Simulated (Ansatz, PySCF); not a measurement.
Energy difference R1 + R2 → P1, each structure at its B3LYP-D3(BJ)/def2-TZVP stationary point, reached from a drawn start (curvature not checked).
R1, Cl4Ti (SMILES [Cl][Ti]([Cl])([Cl])[Cl]) (charge 0, multiplicity 1):
```xyz
5

Ti     0.00000     0.00000     0.00000
Cl     1.25674     1.25674     1.25674
Cl     1.25674    -1.25674    -1.25674
Cl    -1.25674     1.25674    -1.25674
Cl    -1.25674    -1.25674     1.25674
```
P1, Cl4H2OTi (SMILES [OH2]->[Ti]([Cl])([Cl])([Cl])[Cl]) (charge 0, multiplicity 1, Z-matrix in Å and degrees):
```
Ti
Cl 1 2.1951
Cl 1 2.2132 2 99.49
Cl 1 2.2143 2 98.71 3 117.47
Cl 1 2.2143 2 98.71 4 125.07
O 1 2.3294 3 83.78 2 180.00
H 6 0.9657 1 113.80 3 -61.89
H 6 0.9657 7 107.62 1 -127.07
```
R2: H2O (SMILES O), charge 0, multiplicity 1.

P less R. No zero-point or thermal terms; no spin–orbit coupling.

Frozen-core correlation throughout.

Run with Ansatz (a quantum-chemistry and plane-wave program); PySCF for the D3/D4 terms. All values are computed, each at the level named.

Total energies in hartree:

```json
[
 {"structure": "R1", "PBE/def2-TZVPP": "-2689.652430", "B3LYP-D3(BJ)/def2-TZVPP": "-2690.694942", "CCSD(T)/def2-TZVPP": "-2687.736638"},
 {"structure": "P1", "PBE/def2-TZVPP": "-2766.043624", "B3LYP-D3(BJ)/def2-TZVPP": "-2767.176639", "CCSD(T)/def2-TZVPP": "-2764.087418"},
 {"structure": "R2", "PBE/def2-TZVPP": "-76.380147", "B3LYP-D3(BJ)/def2-TZVPP": "-76.467236", "CCSD(T)/def2-TZVPP": "-76.336963"}
]
```

Question: Work out the reaction energy at each level in kcal/mol (1 hartree = 627.50947 kcal/mol), and say how far PBE/def2-TZVPP lies from CCSD(T)/def2-TZVPP.

Answer: 
- PBE/def2-TZVPP: (-2766.043624) − (-2689.652430) − (-76.380147) = -0.011047 hartree = -6.93 kcal/mol
- B3LYP-D3(BJ)/def2-TZVPP: (-2767.176639) − (-2690.694942) − (-76.467236) = -0.014461 hartree = -9.07 kcal/mol
- CCSD(T)/def2-TZVPP: (-2764.087418) − (-2687.736638) − (-76.336963) = -0.013817 hartree = -8.67 kcal/mol
PBE/def2-TZVPP less CCSD(T)/def2-TZVPP: 1.74 kcal/mol. CCSD(T)/def2-TZVPP is the level counted from, the highest shown, and no exact or measured value.
